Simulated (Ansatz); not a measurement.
`[O][Si](F)(Cl)Cl` radical. The species carries charge 0 and has multiplicity 2. All single points use the PBE0-D4/def2-TZVP geometry.

```xyz
5

O     1.182    0.708    0.940
Si    0.028   -0.057    0.054
F    -0.128   -1.580    0.418
Cl    0.639    0.075   -1.858
Cl   -1.721    0.854    0.446
```

Task: What is the dipole moment at ωB97M-V/def2-TZVPP? (An estimate is asked.)

Result: The calculation gave: 0.82 D, with components (-0.54, 0.18, -0.58) D in this frame, pointing from negative to positive charge.

Task: And with PBE, r2SCAN, B3LYP? (Estimate.)

Result: Computed: PBE 1.39 D, r2SCAN 1.04 D, B3LYP 1.03 D.

Task: Give the Mulliken charges with ωB97M-V, PBE, r2SCAN in def2-TZVPP. (Estimate.)

Result: Ansatz gave: 
```json
{"atom": "O1", "ωB97M-V": "-0.24", "PBE": "-0.25", "r2SCAN": "-0.26"}
{"atom": "Si2", "ωB97M-V": "0.77", "PBE": "0.71", "r2SCAN": "0.85"}
{"atom": "F3", "ωB97M-V": "-0.26", "PBE": "-0.23", "r2SCAN": "-0.27"}
{"atom": "Cl4", "ωB97M-V": "-0.13", "PBE": "-0.11", "r2SCAN": "-0.16"}
{"atom": "Cl5", "ωB97M-V": "-0.14", "PBE": "-0.12", "r2SCAN": "-0.16"}
```

B3LYP here is the variant with VWN-RPA as its local correlation; programs differ in this.
